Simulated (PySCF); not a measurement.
The potential of point charges around `Cc1pccc(F)p1`

Species: `p1c(ccpc1C)F`. Coordinates (GFN2-xTB, Å) and charges (e) from the PBE0/pcSseg-1 density (PySCF):

| atom | x | y | z | Mulliken | IAO | Hirshfeld | ESP-fitted |
| --- | --- | --- | --- | --- | --- | --- | --- |
| C1 | 2.478 | 0.020 | -0.092 | -0.1691 | -0.4173 | -0.1257 | -0.5639 |
| C2 | 0.970 | 0.009 | -0.056 | -0.7946 | -0.4251 | -0.0960 | +0.3443 |
| P3 | 0.242 | -1.557 | -0.303 | +0.4967 | +0.3675 | +0.0898 | -0.2452 |
| C4 | -1.459 | -1.252 | -0.168 | -0.3767 | -0.3627 | -0.0958 | +0.0714 |
| C5 | -2.095 | -0.052 | 0.073 | -0.0952 | -0.1652 | -0.0598 | -0.5590 |
| C6 | -1.455 | 1.155 | 0.254 | +0.0399 | +0.0792 | +0.0339 | +0.4753 |
| F7 | -2.261 | 2.227 | 0.476 | -0.2797 | -0.2661 | -0.0867 | -0.1961 |
| P8 | 0.239 | 1.559 | 0.243 | +0.4884 | +0.3696 | +0.0903 | -0.2354 |
| H9 | 2.860 | 1.021 | -0.289 | +0.1301 | +0.1518 | +0.0436 | +0.1732 |
| H10 | 2.880 | -0.309 | 0.868 | +0.1487 | +0.1637 | +0.0496 | +0.1764 |
| H11 | 2.856 | -0.660 | -0.854 | +0.1374 | +0.1574 | +0.0461 | +0.1702 |
| H12 | -2.085 | -2.127 | -0.296 | +0.1451 | +0.1734 | +0.0524 | +0.1466 |
| H13 | -3.176 | -0.035 | 0.127 | +0.1290 | +0.1738 | +0.0585 | +0.2422 |

Points outside the species (Å): A (2.8, 4.4, 2.0); B (-1.8, -4.9, -2.2); C (2.7, -0.6, 4.0); D (2.1, -4.2, -2.9); E (-0.4, 0.8, -3.2).

Task: Find the potential V = 14.3996 V·Å × Σ q/r of each set of charges at these points.

Result: In volts:

```
point  nearest atom  distance (Å)  Mulliken     IAO  Hirshfeld  ESP-fitted
    A            H9          4.08    +0.198  +0.132     +0.029      -0.077
    B           H12          3.38    +0.173  +0.193     +0.063      +0.080
    C           H10          3.15    +0.107  +0.075     +0.029      +0.069
    D            P3          4.15    +0.294  +0.226     +0.067      -0.053
    E            C2          3.52    -0.335  -0.217     -0.057      -0.090
```

Task: How far are the other sets from the ESP-fitted one at these points?

Result: Root-mean-square difference: Hirshfeld 0.076 V, IAO 0.173 V, Mulliken 0.231 V. The ESP scheme fits charges at the nuclei, held to the total charge, to the electrostatic potential on points at 1.4 to 2.0 times the van der Waals radii.

Task: What energy would a point charge of -2 e have at E in the field of the ESP charges, leaving out polarisation?

Result: +0.181 eV = +17.4 kJ/mol, a repulsion.

Geometry: GFN2-xTB; no solvent, vibrations or thermal averaging.
